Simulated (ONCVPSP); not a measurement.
# LDA (Perdew-Zunger) ONCV dataset for silver, scalar-relativistic all-electron reference.

silver, optimised norm-conserving Vanderbilt (ONCV), made with ONCVPSP 4.0.1 (LDA (Perdew-Zunger), scalar-relativistic). Core [Ar] 3d10, reference 4s2 4p6 4d10 5s0.5 (charge +0.5). Waves: 4s+5s: rc 1.65 bohr, ncon 4, nbas 7, qcut 7.1 1/bohr, 2 projectors; 4p: rc 1.00 bohr, ncon 4, nbas 7, qcut 7.7 1/bohr, 2 projectors, debl 0.5 Ha; 4d: rc 1.55 bohr, ncon 3, nbas 8, qcut 11.5 1/bohr, 1 projector. Local part: polynomial inside 0.85 bohr (lpopt 5, dvloc0 2 Ha). Core correction: Teter function, fcfact 2.5, rcfact 1.4.

In the p channel the program set the typed energies aside and used -2.302, 0.250 Ha.

Poles of the logarithmic derivatives, all-electron (AE) and pseudo (PS). s: poles at -3.4 (AE) and -3.4, 3.0 (PS) Ha. p: poles at 3.6 (AE) and 3.6 (PS) Ha. d: poles at 0.7 (AE) and 0.7 (PS) Ha. Test radii: s 1.67, p 1.02, d 1.57 bohr.

* Cutoffs needed: 122 Ha and 148 Ha (the cutoffs (Ha) at which the residual kinetic energy of the hardest occupied pseudo-wave falls to 1 and 0.1 mHa per electron)
* Ghost test: no bound ghost flagged; GHOST(+) flagged for s at 82.0 eV
* Largest excitation error: -384 meV (all-electron minus pseudo) for 4s1 4p6 4d10 5s1, out of 4 test configurations
* rms error of d²Exc/dni dnj: 4.58 mHa without and 0.95 mHa with the model core
